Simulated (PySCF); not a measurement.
Simulated absorption spectrum

Species: C8H6ClP.
SMILES: `C#CPc1ccc(Cl)cc1`

The calculation used PySCF, TDDFT CAM-B3LYP/def2-SVPD, vertical, gas phase, core orbitals frozen in the response. One conformer (not necessarily the lowest) at the PBE0-D3(BJ)/def2-SVP geometry, without solvent, vibrations or thermal averaging. Torsions of this conformer, `[CH:1]#[C:2][PH:3][c:4]1[cH:5][cH:6][c:7]([Cl:8])[cH:9][cH:10]1`: C2–P3–C4–C5 -10°.

Each state is given a Gaussian of 0.25 eV full width at half maximum, with ε(max) = 2.175×10⁸ f / Δν̃ (Δν̃ the width in cm⁻¹). The width is an assumption, not a result. The curve ends short of the highest state used, and states not computed would add to its high-energy end.

```json
{"E (eV)": "4.75", "ε (L mol⁻¹ cm⁻¹)": "6"}
{"E (eV)": "4.78", "ε (L mol⁻¹ cm⁻¹)": "16"}
{"E (eV)": "4.82", "ε (L mol⁻¹ cm⁻¹)": "59"}
{"E (eV)": "4.86", "ε (L mol⁻¹ cm⁻¹)": "185"}
{"E (eV)": "4.90", "ε (L mol⁻¹ cm⁻¹)": "511"}
{"E (eV)": "4.94", "ε (L mol⁻¹ cm⁻¹)": "1234"}
{"E (eV)": "4.98", "ε (L mol⁻¹ cm⁻¹)": "2599"}
{"E (eV)": "5.02", "ε (L mol⁻¹ cm⁻¹)": "4777"}
{"E (eV)": "5.06", "ε (L mol⁻¹ cm⁻¹)": "7656"}
{"E (eV)": "5.10", "ε (L mol⁻¹ cm⁻¹)": "10694"}
{"E (eV)": "5.14", "ε (L mol⁻¹ cm⁻¹)": "13022"}
{"E (eV)": "5.18", "ε (L mol⁻¹ cm⁻¹)": "13855"}
{"E (eV)": "5.22", "ε (L mol⁻¹ cm⁻¹)": "12983"}
{"E (eV)": "5.26", "ε (L mol⁻¹ cm⁻¹)": "10985"}
{"E (eV)": "5.30", "ε (L mol⁻¹ cm⁻¹)": "8949"}
{"E (eV)": "5.34", "ε (L mol⁻¹ cm⁻¹)": "7894"}
{"E (eV)": "5.38", "ε (L mol⁻¹ cm⁻¹)": "8233"}
{"E (eV)": "5.42", "ε (L mol⁻¹ cm⁻¹)": "9587"}
{"E (eV)": "5.46", "ε (L mol⁻¹ cm⁻¹)": "11013"}
{"E (eV)": "5.50", "ε (L mol⁻¹ cm⁻¹)": "11535"}
{"E (eV)": "5.54", "ε (L mol⁻¹ cm⁻¹)": "10663"}
{"E (eV)": "5.58", "ε (L mol⁻¹ cm⁻¹)": "8606"}
{"E (eV)": "5.62", "ε (L mol⁻¹ cm⁻¹)": "6060"}
{"E (eV)": "5.66", "ε (L mol⁻¹ cm⁻¹)": "3777"}
{"E (eV)": "5.70", "ε (L mol⁻¹ cm⁻¹)": "2239"}
{"E (eV)": "5.74", "ε (L mol⁻¹ cm⁻¹)": "1610"}
{"E (eV)": "5.78", "ε (L mol⁻¹ cm⁻¹)": "1853"}
{"E (eV)": "5.82", "ε (L mol⁻¹ cm⁻¹)": "2828"}
{"E (eV)": "5.86", "ε (L mol⁻¹ cm⁻¹)": "4294"}
{"E (eV)": "5.90", "ε (L mol⁻¹ cm⁻¹)": "5866"}
{"E (eV)": "5.94", "ε (L mol⁻¹ cm⁻¹)": "7089"}
{"E (eV)": "5.98", "ε (L mol⁻¹ cm⁻¹)": "7628"}
{"E (eV)": "6.02", "ε (L mol⁻¹ cm⁻¹)": "7452"}
{"E (eV)": "6.06", "ε (L mol⁻¹ cm⁻¹)": "6845"}
{"E (eV)": "6.10", "ε (L mol⁻¹ cm⁻¹)": "6234"}
{"E (eV)": "6.14", "ε (L mol⁻¹ cm⁻¹)": "5937"}
```

Q: Locate the maxima and give the states behind the curve.

A: 239 nm (5.18 eV), ε about 14000, made up of S2 (93%); 226 nm (5.50 eV), ε about 12000, made up of S3 (99%); 207 nm (5.99 eV), ε about 7600, made up of S4 (86%) and S5 (12%) (ε in L mol⁻¹ cm⁻¹; maxima over ε = 5, shares over 10%). The states used: S1 5.12 eV (f 0.0085); S2 5.18 eV (f 0.120); S3 5.50 eV (f 0.106); S4 5.96 eV (f 0.062); S5 6.11 eV (f 0.016); S6 6.26 eV (f 0.044); S7 6.43 eV (f 0.035); S8 6.54 eV (f 0.0034); S9 6.70 eV (f 0.079); S10 6.74 eV (f 0.285).

Q: On this curve, what absorbance would a 10⁻⁵ mol/L sample give at 248 nm over a 1 cm path?

A: 248 nm is 4.999 eV, where ε is about 3500 L mol⁻¹ cm⁻¹, so A = ε c l ≈ 0.035 (Beer–Lambert, with the gas-phase spectrum and the assumed width).

Q: Coming from long wavelengths, where does ε first pass 100 L mol⁻¹ cm⁻¹?

A: At about 256 nm (4.84 eV), 0.28 eV below S1.

Q: What would ε be at 5.18 eV, the highest of these maxima, with half the width (0.125 eV)?

A: About 26900 L mol⁻¹ cm⁻¹ against 13900, a factor of about 1.9; a lone state at its own centre would give exactly 2.

All these states lie below the vertical ionisation energy of 8.69 eV (ΔSCF).
